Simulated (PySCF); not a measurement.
H4BN, triplet, geometry from GFN2-xTB (a higher spin typed on purpose: for a closed-shell molecule this is an excited state); BLYP/def2-TZVP (PySCF).

The PySCF input:
```python
from pyscf import gto, scf, dft

mol = gto.M(
    atom='''
B    -0.788053    0.152930   -0.225108
N     0.621707   -0.040988    0.055055
H    -1.388550   -0.893044   -0.304140
H    -1.375597    0.656645    0.703314
H     1.374430    0.320289   -0.510347
H     0.978033   -0.561622    0.851326
''',
    basis='def2-tzvp',
    charge=0,
    spin=2,
    verbose=4,
)

mf = dft.UKS(mol)
mf.xc = 'blyp'
mf.diis = False
mf.damp = 0.6
mf.diis_start_cycle = 200
mf.max_cycle = 150
mf.kernel()
mf.analyze()
```

The log (banner, timings and long lists left out):

```
PySCF version 2.14.0

[INPUT] verbose = 4
[INPUT] num. atoms = 6
[INPUT] num. electrons = 16
[INPUT] charge = 0
[INPUT] spin (= nelec alpha-beta = 2S) = 2
[INPUT] symmetry False subgroup None
[INPUT] Mole.unit = angstrom
[INPUT] Symbol           X                Y                Z      unit          X                Y                Z       unit  Magmom
[...]
nuclear repulsion = 31.5865700744722
number of shells = 38
number of NR pGTOs = 124
number of NR cGTOs = 86
basis = def2-tzvp
ecp = {}

******** <class 'pyscf.dft.uks.UKS'> ********
method = UKS
initial guess = minao
damping factor = 0.6
level_shift factor = 0
DIIS disabled
SCF conv_tol = 1e-09
SCF conv_tol_grad = None
SCF max_cycles = 150
direct_scf = True
direct_scf_tol = 1e-13
number electrons alpha = 9  beta = 7
XC library pyscf.dft.libxc version 7.1.2
    S. Lehtola, C. Steigemann, M. J. T. Oliveira, and M. A. L. Marques,  SoftwareX 7, 1–5 (2018)
XC functionals = blyp
    A. D. Becke,  Phys. Rev. A 38, 3098 (1988)
    C. Lee, W. Yang, and R. G. Parr,  Phys. Rev. B 37, 785 (1988)
    B. Miehlich, A. Savin, H. Stoll, and H. Preuss,  Chem. Phys. Lett. 157, 200 (1989)
radial grids:
    Treutler-Ahlrichs [JCP 102, 346 (1995); DOI:10.1063/1.469408] (M4) radial grids

becke partition: Becke, JCP 88, 2547 (1988); DOI:10.1063/1.454033
pruning grids: <function nwchem_prune>
grids dens level: 3
symmetrized grids: False
atomic radii adjust function: <function treutler_atomic_radii_adjust>
small_rho_cutoff = 0
Set gradient conv threshold to 3.16228e-05
tot grids = 67184
init E= -81.8971584216743

cycle= 1 E= -81.8398050125334  delta_E= 0.0574  |g|= 0.253  |ddm|=  1.2

cycle= 2 E= -81.8812096864655  delta_E= -0.0414  |g|= 0.0663  |ddm|= 0.256

cycle= 3 E= -81.8827846780995  delta_E= -0.00157  |g|= 0.0341  |ddm|= 0.0431

cycle= 4 E= -81.8832036736055  delta_E= -0.000419  |g|= 0.0214  |ddm|= 0.0273

cycle= 5 E= -81.8833707847569  delta_E= -0.000167  |g|= 0.014  |ddm|= 0.0169

cycle= 6 E= -81.8834405333599  delta_E= -6.97e-05  |g|= 0.00848  |ddm|= 0.0104

cycle= 7 E= -81.8834699042515  delta_E= -2.94e-05  |g|= 0.0057  |ddm|= 0.00696

cycle= 8 E= -81.8834823791327  delta_E= -1.25e-05  |g|= 0.0035  |ddm|= 0.00418

cycle= 9 E= -81.8834877125871  delta_E= -5.33e-06  |g|= 0.00237  |ddm|= 0.00284

cycle= 10 E= -81.883490012506  delta_E= -2.3e-06  |g|= 0.00148  |ddm|= 0.00171

cycle= 11 E= -81.8834910129037  delta_E= -1e-06  |g|= 0.001  |ddm|= 0.00116

cycle= 12 E= -81.8834914523084  delta_E= -4.39e-07  |g|= 0.000638  |ddm|= 0.000706

cycle= 13 E= -81.8834916472557  delta_E= -1.95e-07  |g|= 0.000436  |ddm|= 0.000481

cycle= 14 E= -81.8834917346648  delta_E= -8.74e-08  |g|= 0.000282  |ddm|= 0.000297

cycle= 15 E= -81.8834917742809  delta_E= -3.96e-08  |g|= 0.000193  |ddm|= 0.000203

cycle= 16 E= -81.8834917924312  delta_E= -1.82e-08  |g|= 0.000127  |ddm|= 0.000128

cycle= 17 E= -81.8834918008391  delta_E= -8.41e-09  |g|= 8.77e-05  |ddm|= 8.73e-05

cycle= 18 E= -81.883491804774  delta_E= -3.93e-09  |g|= 5.86e-05  |ddm|= 5.62e-05

cycle= 19 E= -81.8834918066341  delta_E= -1.86e-09  |g|= 4.07e-05  |ddm|= 3.85e-05

cycle= 20 E= -81.8834918075236  delta_E= -8.9e-10  |g|= 2.76e-05  |ddm|= 2.54e-05

Extra cycle  E= -81.8834918080053  delta_E= -4.82e-10  |g|= 2.48e-05  |ddm|= 4.36e-05
converged SCF energy = -81.8834918080053  <S^2> = 2.0030803  2S+1 = 3.0020528
**** SCF Summaries ****
Total Energy =                         -81.883491808005289
Nuclear Repulsion Energy =              31.586570074472164
One-electron Energy =                 -171.679272927369084
Two-electron Energy =                   58.209211044891632
Two-electron Coulomb Energy =           70.590860734008629
DFT Exchange-Correlation Energy =      -12.381649689116996
**** MO energy ****
                             alpha | beta                alpha | beta
[...]
To work with the spin densities directly, `use mulliken_meta_spin()` only printing them here.

 ** Mulliken spin pop alpha/beta on meta-lowdin orthogonal AOs **
 ** Mulliken Spin Density (per AO)  **
spin_pop of  0 B 1s        0.00003
spin_pop of  0 B 2s        0.14455
spin_pop of  0 B 3s        0.00507
spin_pop of  0 B 4s        0.00033
spin_pop of  0 B 5s        0.00016
spin_pop of  0 B 2px      -0.00373
spin_pop of  0 B 2py       0.29990
spin_pop of  0 B 2pz       0.57206
spin_pop of  0 B 3px       0.00042
spin_pop of  0 B 3py       0.00571
spin_pop of  0 B 3pz       0.00918
spin_pop of  0 B 4px      -0.00005
spin_pop of  0 B 4py       0.00029
spin_pop of  0 B 4pz       0.00098
spin_pop of  0 B 3dxy      0.00059
spin_pop of  0 B 3dyz     -0.00025
spin_pop of  0 B 3dz^2    -0.00050
spin_pop of  0 B 3dxz      0.00003
spin_pop of  0 B 3dx2-y2   -0.00004
spin_pop of  0 B 4dxy     -0.00001
spin_pop of  0 B 4dyz     -0.00000
spin_pop of  0 B 4dz^2     0.00000
spin_pop of  0 B 4dxz      0.00002
spin_pop of  0 B 4dx2-y2    0.00003
spin_pop of  0 B 4f-3     -0.00001
spin_pop of  0 B 4f-2      0.00004
spin_pop of  0 B 4f-1      0.00004
spin_pop of  0 B 4f+0     -0.00003
spin_pop of  0 B 4f+1      0.00003
spin_pop of  0 B 4f+2      0.00000
spin_pop of  0 B 4f+3      0.00015
spin_pop of  1 N 1s       -0.00001
spin_pop of  1 N 2s        0.01544
spin_pop of  1 N 3s        0.00001
spin_pop of  1 N 4s        0.00018
spin_pop of  1 N 5s        0.00002
spin_pop of  1 N 2px       0.00330
spin_pop of  1 N 2py       0.38498
spin_pop of  1 N 2pz       0.16446
spin_pop of  1 N 3px       0.00005
spin_pop of  1 N 3py       0.00529
spin_pop of  1 N 3pz       0.00246
spin_pop of  1 N 4px       0.00002
spin_pop of  1 N 4py       0.00039
spin_pop of  1 N 4pz       0.00021
spin_pop of  1 N 3dxy      0.00044
spin_pop of  1 N 3dyz     -0.00046
spin_pop of  1 N 3dz^2     0.00000
spin_pop of  1 N 3dxz      0.00029
spin_pop of  1 N 3dx2-y2   -0.00027
spin_pop of  1 N 4dxy      0.00008
spin_pop of  1 N 4dyz      0.00005
spin_pop of  1 N 4dz^2     0.00000
spin_pop of  1 N 4dxz      0.00010
spin_pop of  1 N 4dx2-y2    0.00003
spin_pop of  1 N 4f-3     -0.00002
spin_pop of  1 N 4f-2     -0.00005
spin_pop of  1 N 4f-1     -0.00006
spin_pop of  1 N 4f+0     -0.00000
spin_pop of  1 N 4f+1      0.00001
spin_pop of  1 N 4f+2      0.00000
spin_pop of  1 N 4f+3     -0.00004
spin_pop of  2 H 1s        0.17666
spin_pop of  2 H 2s        0.00091
spin_pop of  2 H 3s        0.00020
spin_pop of  2 H 2px       0.00006
spin_pop of  2 H 2py       0.00013
spin_pop of  2 H 2pz       0.00017
spin_pop of  3 H 1s        0.17666
spin_pop of  3 H 2s        0.00091
spin_pop of  3 H 3s        0.00020
spin_pop of  3 H 2px       0.00006
spin_pop of  3 H 2py       0.00008
spin_pop of  3 H 2pz       0.00022
spin_pop of  4 H 1s       -0.00445
spin_pop of  4 H 2s       -0.00004
spin_pop of  4 H 3s        0.00012
spin_pop of  4 H 2px      -0.00002
spin_pop of  4 H 2py       0.00046
spin_pop of  4 H 2pz       0.00023
spin_pop of  5 H 1s        0.03264
spin_pop of  5 H 2s        0.00196
spin_pop of  5 H 3s        0.00039
spin_pop of  5 H 2px       0.00004
spin_pop of  5 H 2py       0.00037
spin_pop of  5 H 2pz       0.00018
 ** Mulliken Spin Density (per atom)  **
spin density of  0 B =      1.03496
spin density of  1 N =      0.57691
spin density of  2 H =      0.17813
spin density of  3 H =      0.17813
spin density of  4 H =     -0.00370
spin density of  5 H =      0.03558
 ** Mulliken pop alpha/beta on meta-lowdin orthogonal AOs **
 ** Mulliken pop       alpha | beta **
In total             9.00000 | 7.00000
 ** Mulliken atomic charges   ( Nelec_alpha | Nelec_beta ) **
charge of  0B =     -0.38471  (     3.20983      2.17488 )
charge of  1N =     -0.25586  (     3.91639      3.33948 )
charge of  2H =      0.07642  (     0.55086      0.37272 )
charge of  3H =      0.07642  (     0.55086      0.37273 )
charge of  4H =      0.25311  (     0.37159      0.37530 )
charge of  5H =      0.23463  (     0.40048      0.36490 )
Dipole moment(X, Y, Z, Debye):  2.87357, -0.75372,  1.12243
```
